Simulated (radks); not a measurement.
Results of a calculation; reference values are marked as such.
Dipole-allowed excitations along the series with 12 electrons in [Ne] 3s2. Level of theory: non-relativistic Kohn-Sham, exchange-only LDA, spin-unpolarised, spherical densities, point nucleus (a radial shooting solver on a logarithmic mesh with Libxc functionals). Time-dependent linear response with the Hartree and adiabatic exchange-only LDA kernel, continuum included through the Sternheimer equations. Lines are the poles of the dipole polarisability below minus the highest occupied eigenvalue, found on a grid refined at the orbital gaps; the lowest seven at most are given, and weak or close lines can be missed. The first line takes the name of the lowest orbital gap if no other gap lies below it; otherwise a line is named after a gap within 0.6 % of it, if that gap stands alone.

species,-e(HOMO) (eV),lowest orbital gap (eV),first line (eV),f,static alpha (bohr^3),measured (eV)
Al+,13.757,3s-3p 5.599,7.383 (3s-3p),1.74,24.09,3s-3p 7.421
Si2+,27.315,3s-3p 7.841,10.349 (3s-3p),1.61,11.42,-
P3+,44.233,3s-3p 10.010,13.136 (3s-3p),1.46,6.504,-
S4+,64.378,3s-3p 12.137,15.833 (3s-3p),1.34,4.116,-
Cl5+,87.683,3s-3p 14.237,18.476 (3s-3p),1.23,2.791,-

Measured values: term averages from the NIST Handbook of Basic Atomic Spectroscopic Data.
